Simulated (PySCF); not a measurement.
**Electronic structure of Li (lithium, neutral) at the UHF level**

Configuration: [He] 2s1, 2S determinant. All numbers are calculated (PySCF 2.14, the spin-free X2C one-electron Hamiltonian (Gaussian nucleus), in jorge-DZP-DKH (4s2p1d, 15 functions)).

- Total energy: -7.432684 hartree
- One-electron energy: -9.7107 hartree
- Hartree (Coulomb) energy: 4.0590 hartree
- Exchange energy: -1.7810 hartree
- ⟨S²⟩: 0.7500
- ⟨L²⟩: 0.000
- Sum of ⟨r⟩: 5.022 bohr
- Sum of ⟨r²⟩: 18.58 bohr²
- Langevin diamagnetic susceptibility: -14.7 ×10⁻⁶ cm³/mol
- Time after the integrals: 0.03 s of wall time on 1 thread of Neoverse-V2 (shared host)

| shell | electrons | mean orbital energy (hartree) | rms radius, mean of both spins (bohr) |
| --- | --- | --- | --- |
| 1s α | 1 | -2.48811 | 0.668 |
| 1s β | 1 | -2.47058 | 0.668 |
| 2s α | 1 | -0.19600 | 4.21 |
